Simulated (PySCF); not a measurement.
Several molecules and their computed UV-vis stick spectra, shuffled. The calculation used TDDFT B3LYP/def2-SVPD, vertical, gas phase, core orbitals frozen in the response in PySCF 2.14.0, density-fitted response routines. Geometries: GFN2-xTB; one conformer of each isolated species. Triplets are in the Tamm–Dancoff approximation.

A. `O=C[SiH2]c1ccncc1`
B. `CS[SiH2]C1=CCC1`
C. `FC(F)[SiH]1C[SiH2]C1`
D. `CS[SiH]1CC=CC1`
E. `Clc1cpco1`

Lowest singlet levels (six at most, fewer where fewer were computed) with oscillator strengths:

1. 5.10 eV (f 0.067); 5.67 eV (f 0.033); 5.69 eV (f 0.001); 5.84 eV (f 0.009); 6.35 eV (f 0.016); 6.50 eV (f 0.317); T1 3.21 eV
2. 6.18 eV (f 0.000); 6.95 eV (f 0.009); 6.98 eV (f 0.007); 7.03 eV (f 0.001); 7.06 eV (f 0.000); 7.24 eV (f 0.194); T1 5.98 eV
3. 5.29 eV (f 0.003); 5.98 eV (f 0.001); 6.03 eV (f 0.022); 6.11 eV (f 0.002); 6.17 eV (f 0.010); 6.49 eV (f 0.002); T1 4.52 eV
4. 4.90 eV (f 0.004); 5.49 eV (f 0.008); 5.71 eV (f 0.004); 6.08 eV (f 0.005); 6.19 eV (f 0.118); 6.24 eV (f 0.006); T1 4.07 eV
5. 3.11 eV (f 0.004); 4.21 eV (f 0.009); 4.65 eV (f 0.002); 4.68 eV (f 0.005); 4.89 eV (f 0.000); 4.98 eV (f 0.042); T1 2.47 eV

Question: Match each spectrum to its molecule.

Answer: 1 = E, 2 = C, 3 = D, 4 = B, 5 = A.
- A: S1 at 3.11 eV, HOMO→LUMO (80%), HOMO-1→LUMO (15%); Löwdin shares by element: HOMO oxygen 37%, carbon 15% or more, nitrogen 14%, silicon 9% (atoms not listed hold the other 25%); LUMO carbon 37% or more, oxygen 29%, silicon 13%, hydrogen 5% or more (atoms not listed hold the other 16%); HOMO -6.99 and LUMO -2.29 eV.
- B: S1 at 4.90 eV, HOMO→LUMO (99%); Löwdin shares by element: HOMO sulfur 70%, carbon 10% or more, silicon 8%; LUMO carbon 57% or more, silicon 14%, hydrogen 5% or more (atoms not listed hold the other 25%); HOMO -6.43 and LUMO -0.64 eV.
- C: S1 at 6.18 eV, HOMO→LUMO (98%); Löwdin shares by element: HOMO carbon 44%, silicon 14% or more (atoms not listed hold the other 42%); LUMO silicon 37%, carbon 22% or more (atoms not listed hold the other 42%); HOMO -7.78 and LUMO -0.54 eV.
- D: S1 at 5.29 eV, HOMO→LUMO (97%); Löwdin shares by element: HOMO sulfur 69%, carbon 14% or more, silicon 8%; LUMO sulfur 38%, silicon 14%, carbon 14% or more, hydrogen 6% or more (atoms not listed hold the other 29%); HOMO -6.47 and LUMO -0.07 eV.
- E: S1 at 5.10 eV, HOMO→LUMO (88%), HOMO-1→LUMO (8%); Löwdin shares by element: HOMO carbon 46% or more, phosphorus 20%, chlorine 14% (atoms not listed hold the other 20%); LUMO carbon 37% or more, phosphorus 36%, oxygen 16%; HOMO -6.80 and LUMO -1.42 eV; point group Cs.
